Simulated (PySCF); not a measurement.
Compound: C6H11NOSi.
SMILES with atom numbers: `[CH3:1]/[C:2]([CH2:3][C:4]([NH2:5])=[O:6])=[C:7]1/[CH2:8][SiH2:9]1`

Probes without a nucleus sit at each ring's centroid and 1 Å off its mean plane on both sides; NICS is minus the shielding there, NICSzz its component along the normal. Level: GIAO PBE0/pcSseg-1 (PySCF, non-relativistic, gas phase) on the GFN2-xTB geometry, one conformer.

Ring bond lengths (Å), with Mayer bond orders in brackets: C7–C8 1.509 (0.95), C8–Si9 1.903 (0.93), Si9–C7 1.850 (0.98).

Task: Give the NICS values of each ring in ppm.

Result: 
```tsv
ring	type	NICS(0)	NICS(1), two faces	NICS(1)zz, two faces	rms pucker (Å)	centre to ring atoms, mean (Å)
C7–C8–Si9	3-membered ring with Si; formal bonds all single	-17.6	-7.3 / -7.0	-13.2 / -12.7	0.00	1.01
```

Task: What do they say, and how far can they be read as aromaticity?

Result: 
- C7–C8–Si9: mean NICS(1)zz -12.9 ppm, shielded. C8, Si9 have four or more neighbours; no verdict on aromaticity is drawn. NICS(0) lies 10 ppm below the mean NICS(1).

Task: Give the inner angles of the rings and the Hirshfeld charges of the ring atoms.

Result: 
- C7–C8–Si9: C7 68.1° (-0.118 e), C8 64.5° (-0.174 e), Si9 47.4° (+0.308 e); sum 180.0° against 180° for a flat convex ring.

The run took 74 s wall on Arm Neoverse N1, one thread, on a shared host, and the process peaked at 1.0 GiB of memory. This is the whole shielding run at PBE0/pcSseg-1, SCF included.

Conformer computed: `[CH3:1]/[C:2]([CH2:3][C:4]([NH2:5])=[O:6])=[C:7]1/[CH2:8][SiH2:9]1`: C1–C2–C3–C4 77°, C2–C3–C4–N5 65°, H–N5–C4–C3 -7°, H–N5–C4–C3 -176°.
